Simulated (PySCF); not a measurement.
## Bi⁺ (bismuth, charge +1) across methods

[Xe] 4f14 5d10 6s2 6p2, high-spin 3P determinant. All numbers are calculated (PySCF 2.14, the spin-free X2C one-electron Hamiltonian (Gaussian nucleus), in x2c-QZVPPall).

```tsv
method	E (hartree)	mean ε 6s α (eV)	mean ε 6s β (eV)	mean ε 6p α (eV)	Σ⟨r²⟩ (bohr²)	⟨S²⟩
r2SCAN	-21535.31	-23.062	-21.385	-12.383	60.01	2.004
LDA	-21522.51	-22.760	-21.740	-12.132	60.13	2.001
PBE0	-21535.08	-24.096	-22.241	-13.103	60.12	2.002
UHF	-21529.17539	-27.941	-23.924	-15.697	60.67	2.008
PBE	-21535.38	-22.484	-21.285	-12.017	60.26	2.001
```

Spin-orbit coupling is strong in this species (close to jj coupling), so the high-spin LS determinant is a model state, not a physical level.
